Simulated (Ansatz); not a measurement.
Mulliken charges of CH3AlF2Si (`F[Si]1(F)[CH2][AlH]1`) from r2SCAN/def2-TZVPP in Ansatz (PBE0-D4/def2-TZVP geometry).

```
atom   x (Å)   y (Å)   z (Å)  charge (e)
  F1   0.512  -1.280   1.913      -0.314
 Si2   0.621  -0.880   0.370       0.675
  F3   2.073  -1.354  -0.084      -0.310
  C4   0.133   0.881   0.042      -0.409
 Al5  -1.330  -0.223  -0.713       0.283
  H6   0.193   1.739   0.711       0.082
  H7   0.645   1.128  -0.911       0.108
  H8  -2.756  -0.069  -1.383      -0.114
```

Problem. By hand: the dipole of these point charges (1 e Å = 4.8032 D).

Solution. Σ q r = (-0.415, 0.077, -0.426) e Å, of length 0.600 e Å = 2.88 D.

Problem. How does the dipole of the full density compare? (Estimate.)

Solution. The calculation gave: (-0.386, 0.311, -0.288) e Å, 2.75 D; the point charges give 1.05 times that, at 27° from its direction.

Point charges leave out the atoms' own dipoles, such as those of lone pairs, and Mulliken's split depends on the basis, so the two needn't agree.
